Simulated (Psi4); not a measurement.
C4H10O, charge -1, doublet, at the geometry of the source list (a state made from the parent by changing its charge; the spin is typed, not shown lowest) (a gas-phase anion, which may not be bound at this level), with bond 7-1 at 1.6 times its length; BLYP/STO-3G (Psi4).

Psi4 was given this input:
```
memory 2 GB

molecule mol {
-1 2
  C    -0.181300   -1.371700   -0.419200
  C    -0.102800    0.013400    0.233700
  C    -0.602900    1.082400   -0.745100
  C     1.330500    0.317200    0.667300
  O    -0.884300    0.036800    1.421200
  H     0.455500   -1.412800   -1.298400
  H     0.338860   -2.588500    0.709600
  H    -1.203700   -1.594500   -0.721700
  H    -0.576400    2.060000   -0.270400
  H     0.022900    1.105700   -1.632800
  H    -1.627600    0.873000   -1.049400
  H     1.996100    0.317600   -0.190600
  H     1.662900   -0.432400    1.379600
  H     1.367200    1.288900    1.151000
  H    -1.799800   -0.151300    1.188400
}

set basis sto-3g
set reference uks
set dft_basis_tolerance 1e-8

energy('blyp')
print_variables()
```

The log (banner, timings and long lists left out):

```
   => Loading Basis Set <=

    Name: STO-3G
    Role: ORBITAL
    Keyword: BASIS

         ---------------------------------------------------------
                                   SCF
               by Justin Turney, Rob Parrish, Andy Simmonett
                          and Daniel G. A. Smith
                              UKS Reference
         ---------------------------------------------------------

  ==> Geometry <==

    Molecular point group: c1
    Full point group: C1

    Geometry (in Angstrom), charge = -1, multiplicity = 2:

       Center              X                  Y                   Z               Mass
    ------------   -----------------  -----------------  -----------------  -----------------
         C           -0.070850195445    -1.379067471657    -0.673434088970    12.000000000000
         C            0.007649804555     0.006032528343    -0.020534088970    12.000000000000
         C           -0.492450195445     1.075032528343    -0.999334088970    12.000000000000
         C            1.440949804555     0.309832528343     0.413065911030    12.000000000000
         O           -0.773850195445     0.029432528343     1.166965911030    15.994914619570
         H            0.565949804555    -1.420167471657    -1.552634088970     1.007825032230
         H            0.449309804555    -2.595867471657     0.455365911030     1.007825032230
         H           -1.093250195445    -1.601867471657    -0.975934088970     1.007825032230
         H           -0.465950195445     2.052632528343    -0.524634088970     1.007825032230
         H            0.133349804555     1.098332528343    -1.887034088970     1.007825032230
         H           -1.517150195445     0.865632528343    -1.303634088970     1.007825032230
         H            2.106549804555     0.310232528343    -0.444834088970     1.007825032230
         H            1.773349804555    -0.439767471657     1.125365911030     1.007825032230
         H            1.477649804555     1.281532528343     0.896765911030     1.007825032230
         H           -1.689350195445    -0.158667471657     0.934165911030     1.007825032230

  Running in c1 symmetry.

  Rotational constants: A =      0.15693  B =      0.15366  C =      0.14796 [cm^-1]
  Rotational constants: A =   4704.69560  B =   4606.68881  C =   4435.60410 [MHz]
  Nuclear repulsion =  197.847745772002810

  Charge       = -1
  Multiplicity = 2
  Electrons    = 43
  Nalpha       = 22
  Nbeta        = 21

  ==> Algorithm <==

  SCF Algorithm Type is DF.
  DIIS enabled.
  MOM disabled.
  Fractional occupation disabled.
  Guess Type is SAD.
  Energy threshold   = 1.00e-06
  Density threshold  = 1.00e-06
  Integral threshold = 1.00e-12

  ==> Primary Basis <==

  Basis Set: STO-3G
    Blend: STO-3G
    Number of shells: 25
    Number of basis functions: 35
    Number of Cartesian functions: 35
    Spherical Harmonics?: true
    Max angular momentum: 1

  ==> DFT Potential <==

   => LibXC <=

    Version 7.1.2
    S. Lehtola, C. Steigemann, M. J. T. Oliveira, and M. A. L. Marques,  SoftwareX 7, 1–5 (2018) (10.1016/j.softx.2017.11.002)

   => Composite Functional: BLYP <=

    BLYP GGA Exchange-Correlation Functional

    P.J. Stephens et. al., J. Phys. Chem., 98, 11623-11627, 1994
    B. Miehlich et. al., Chem. Phys. Lett., 157(3), 200-206 1989

    Deriv               =              1
    GGA                 =           TRUE
    Meta                =          FALSE

    Exchange Hybrid     =          FALSE
    MP2 Hybrid          =          FALSE

   => Exchange Functionals <=

    1.0000     XC_GGA_X_B88

   => Correlation Functionals <=

    1.0000     XC_GGA_C_LYP

   => LibXC Density Thresholds  <==

    XC_GGA_C_LYP:  1.00E-14
    XC_GGA_X_B88:  1.00E-15

   => Molecular Quadrature <=

    Radial Scheme          =       TREUTLER
    Pruning Scheme         =           NONE
    Nuclear Scheme         =       TREUTLER

    Blocking Scheme        =         OCTREE
[...]

  ==> Pre-Iterations <==

  SCF Guess: Superposition of Atomic Densities via on-the-fly atomic UHF (no occupation information).

   -------------------------
    Irrep   Nso     Nmo
   -------------------------
     A         35      35
   -------------------------
    Total      35      35
   -------------------------

  ==> Iterations <==

                           Total Energy        Delta E     RMS |[F,P]|

   @DF-UKS iter SAD:  -227.95180901766733   -2.27952e+02   0.00000e+00
   @DF-UKS iter   1:  -230.13600426707779   -2.18420e+00   7.93420e-03 ADIIS/DIIS
   @DF-UKS iter   2:  -229.87018840821926    2.65816e-01   1.41903e-02 ADIIS/DIIS
   @DF-UKS iter   3:  -230.19052667350815   -3.20338e-01   3.87463e-03 ADIIS/DIIS
   @DF-UKS iter   4:  -230.20558953033475   -1.50629e-02   1.02337e-03 ADIIS/DIIS
   @DF-UKS iter   5:  -230.20699510527999   -1.40557e-03   3.93050e-04 ADIIS/DIIS
   @DF-UKS iter   6:  -230.20712240267500   -1.27297e-04   9.52162e-05 DIIS
   @DF-UKS iter   7:  -230.20713272589231   -1.03232e-05   1.55145e-05 DIIS
   @DF-UKS iter   8:  -230.20713302506857   -2.99176e-07   3.76137e-06 DIIS
   @DF-UKS iter   9:  -230.20713304883833   -2.37698e-08   1.54854e-06 DIIS
   @DF-UKS iter  10:  -230.20713305216663   -3.32830e-09   5.65068e-07 DIIS
  Energy and wave function converged.

  ==> Post-Iterations <==

   Electrons on quadrature grid:
      Nalpha   =   21.9999833109 ; deviation = -1.669e-05
      Nbeta    =   20.9999856858 ; deviation = -1.431e-05
      Ntotal   =   42.9999689967 ; deviation = -3.100e-05

   @Spin Contamination Metric:   5.748443478E-04
   @S^2 Expected:                7.500000000E-01
   @S^2 Observed:                7.505748443E-01
   @S   Expected:                5.000000000E-01
   @S   Observed:                5.000000000E-01

    Orbital Energies [Eh]
    ---------------------

    Alpha Occupied:

[...]
      22A      0.419764

    Alpha Virtual:

[...]
      35A      0.762554

    Beta Occupied:

[...]
    Beta Virtual:

[...]
    Final Occupation by Irrep:
              A
    DOCC [    21 ]
    SOCC [     1 ]
    NA   [    22 ]
    NB   [    21 ]

  @DF-UKS Final Energy:  -230.20713305216663

   => Energetics <=

    Nuclear Repulsion Energy =            197.8477457720028099
    One-Electron Energy =                -714.8138090056235114
    Two-Electron Energy =                 321.2069761345134111
    DFT Exchange-Correlation Energy =     -34.4480459530592995
    Empirical Dispersion Energy =           0.0000000000000000
    VV10 Nonlocal Energy =                  0.0000000000000000
    Total Energy =                       -230.2071330521666255

  UHF NO Occupations:
  HONO-2 :   20  A 1.9999336
  HONO-1 :   21  A 1.9998765
  HONO-0 :   22  A 1.0000000
  LUNO+0 :   23  A 0.0001235
  LUNO+1 :   24  A 0.0000664
  LUNO+2 :   25  A 0.0000551
  LUNO+3 :   26  A 0.0000349

Computation Completed

Properties will be evaluated at   0.000000,   0.000000,   0.000000 [a0]

Properties computed using the SCF density matrix

 Multipole Moments:

 ------------------------------------------------------------------------------------
     Multipole            Electronic (a.u.)      Nuclear  (a.u.)        Total (a.u.)
 ------------------------------------------------------------------------------------

 L = 1.  Multiply by 2.5417464519 to convert [e a0] to [Debye]
 Dipole X            :         -2.0725804            1.6279080           -0.4446725
 Dipole Y            :          3.1780109           -0.5698163            2.6081946
 Dipole Z            :          2.8280534           -3.0665186           -0.2384652
 Magnitude           :                                                    2.6565539

 ------------------------------------------------------------------------------------

  Variable Map:
  ----------------------------------------------------------------------------
[...]
  Array Variable Map:
  ----------------------------------------------------------------------------
[...]
[...]
```
